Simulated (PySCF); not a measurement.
Structure with atom numbers: `[CH2:1]=[CH:2][CH2:3][C:4]1=[CH:5][CH:6]=[CH:7][SiH2:8]1`; H(Xn) means a hydrogen on atom n. Ha(C1) is cis to C3; Hb(C1) is trans to C3.

- PBE0/pcSseg-1 with gauge-including orbitals
- geometry: GFN2-xTB
- program: PySCF 2.14.0 with density-fitted response routines
- single conformer, non-relativistic, rapidly exchanging positions averaged, gas phase

Referencing at the same level of theory: $^{13}$C and $^{1}$H and $^{29}$Si against TMS.

```csv
atoms,nucleus,count,Hirshfeld charge,δ (ppm)
H(C3),$^{1}$H,2,0.04,3.24
Si8,$^{29}$Si,1,0.33,-50.1
C2,$^{13}$C,1,-0.03,149.5
C6,$^{13}$C,1,-0.04,157.1
C3,$^{13}$C,1,-0.07,?
C4,$^{13}$C,1,-0.08,?
H(C5),$^{1}$H,1,0.05,?
C7,$^{13}$C,1,-0.15,?
Hb(C1),$^{1}$H,1,0.05,?
H(C6),$^{1}$H,1,0.05,7.20
H(Si8),$^{1}$H,2,-0.07,4.54
H(C2),$^{1}$H,1,0.04,5.96
C1,$^{13}$C,1,-0.11,120.5
C5,$^{13}$C,1,-0.05,149.3
Ha(C1),$^{1}$H,1,0.04,5.41
H(C7),$^{1}$H,1,0.04,6.11
```

**Question.** Fill in the missing shifts.

**Answer.** 
- C4: 155.1 ppm, fully substituted alkene carbon; an sp2 carbon of a C=C bond
- C7: 133.2 ppm, alkene CH; an sp2 carbon of a C=C bond
- C3: 45.8 ppm, allylic sp3 CH2; saturated and bonded to C and H only
- H(C5): 6.87 ppm, hydrogen on an alkene CH; attached to an sp2 carbon and in the plane of the double bond
- Hb(C1): 5.21 ppm, hydrogen on a terminal =CH2 carbon; olefinic region

Shifts are as computed. Against solution values, carbons near 30 ppm lie about +3 ppm off and those near 130 ppm about +5 ppm. Of 1211 compounds with measured shifts, 218 miss one by over three times the rms of a fit or turn the order of signals round; such compounds aren't used in these exercises.
